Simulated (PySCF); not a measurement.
silicon monoxide (OSi), singlet, geometry from GFN2-xTB; LC-WPBE/def2-SVP (PySCF).

Input for PySCF:
```python
from pyscf import gto, scf, dft

mol = gto.M(
    atom='''
Si   -0.00000000   -0.00000000   -0.54858264
O     0.00000000    0.00000000    0.96001962
''',
    basis='def2-svp',
    verbose=4,
)

mf = dft.RKS(mol)
mf.xc = 'lc_wpbe'
mf.kernel()
```

Output, abridged:

```
PySCF version 2.14.0

[INPUT] verbose = 4
[INPUT] num. atoms = 2
[INPUT] num. electrons = 22
[INPUT] charge = 0
[INPUT] spin (= nelec alpha-beta = 2S) = 0
[INPUT] symmetry False subgroup None
[INPUT] Mole.unit = angstrom
[INPUT] Symbol           X                Y                Z      unit          X                Y                Z       unit  Magmom
[INPUT]  1 Si     0.000000000000   0.000000000000  -0.548582640000 AA    0.000000000000   0.000000000000  -1.036670946291 Bohr   0.0
[INPUT]  2 O      0.000000000000   0.000000000000   0.960019620000 AA    0.000000000000   0.000000000000   1.814174156009 Bohr   0.0

nuclear repulsion = 39.2865960727382
number of shells = 14
number of NR pGTOs = 60
number of NR cGTOs = 32
basis = def2-svp
ecp = {}

******** <class 'pyscf.dft.rks.RKS'> ********
method = RKS
initial guess = minao
damping factor = 0
level_shift factor = 0
DIIS = <class 'pyscf.scf.diis.CDIIS'>
diis_start_cycle = 1
diis_space = 8
diis_damp = 0
SCF conv_tol = 1e-09
SCF conv_tol_grad = None
SCF max_cycles = 50
direct_scf = True
direct_scf_tol = 1e-13
XC library pyscf.dft.libxc version 7.1.2
    S. Lehtola, C. Steigemann, M. J. T. Oliveira, and M. A. L. Marques,  SoftwareX 7, 1–5 (2018)
XC functionals = lc_wpbe
    O. A. Vydrov and G. E. Scuseria,  J. Chem. Phys. 125, 234109 (2006)
radial grids:
    Treutler-Ahlrichs [JCP 102, 346 (1995); DOI:10.1063/1.469408] (M4) radial grids

becke partition: Becke, JCP 88, 2547 (1988); DOI:10.1063/1.454033
pruning grids: <function nwchem_prune>
grids dens level: 3
symmetrized grids: False
atomic radii adjust function: <function treutler_atomic_radii_adjust>
small_rho_cutoff = 0
Set gradient conv threshold to 3.16228e-05
Initial guess from minao.
tot grids = 33264
init E= -364.261643057152
  HOMO = -0.358040712640074  LUMO = -0.0542077841078899  gap/eV = 8.26772
cycle= 1 E= -364.185828561095  delta_E= 0.0758  |g|= 0.981  |ddm|= 1.51
  HOMO = -0.177052807103851  LUMO = 0.0580378185487312  gap/eV = 6.39714
cycle= 2 E= -363.538813869986  delta_E= 0.647  |g|= 1.98  |ddm|= 1.95
  HOMO = -0.416241091246599  LUMO = 0.00856780488872988  gap/eV = 11.55964
cycle= 3 E= -364.407865939129  delta_E= -0.869  |g|= 0.044  |ddm|= 1.32
  HOMO = -0.418846001552984  LUMO = 0.0215783163644421  gap/eV = 11.98456
cycle= 4 E= -364.408766735832  delta_E= -0.000901  |g|= 0.0135  |ddm|= 0.0876
  HOMO = -0.418507665468266  LUMO = 0.0235043499499236  gap/eV = 12.02776
cycle= 5 E= -364.408831225294  delta_E= -6.45e-05  |g|= 0.00226  |ddm|= 0.0249
  HOMO = -0.418606138847755  LUMO = 0.0234042550300145  gap/eV = 12.02772
cycle= 6 E= -364.408834441557  delta_E= -3.22e-06  |g|= 0.000643  |ddm|= 0.00671
  HOMO = -0.418673244724092  LUMO = 0.0232651424539032  gap/eV = 12.02576
cycle= 7 E= -364.408834615009  delta_E= -1.73e-07  |g|= 0.000216  |ddm|= 0.00139
  HOMO = -0.418636720200303  LUMO = 0.0232833545134208  gap/eV = 12.02526
cycle= 8 E= -364.408834629617  delta_E= -1.46e-08  |g|= 4.67e-05  |ddm|= 0.000312
  HOMO = -0.418630851059465  LUMO = 0.0232845619567332  gap/eV = 12.02513
cycle= 9 E= -364.408834630709  delta_E= -1.09e-09  |g|= 4.74e-06  |ddm|= 0.000116
  HOMO = -0.4186301191064  LUMO = 0.0232849526568482  gap/eV = 12.02512
cycle= 10 E= -364.408834630729  delta_E= -2.02e-11  |g|= 5.06e-07  |ddm|= 1.44e-05
  HOMO = -0.418630222026169  LUMO = 0.0232848487422736  gap/eV = 12.02512
Extra cycle  E= -364.408834630729  delta_E= 5.68e-13  |g|= 4.68e-07  |ddm|= 1.34e-06
converged SCF energy = -364.408834630729
```
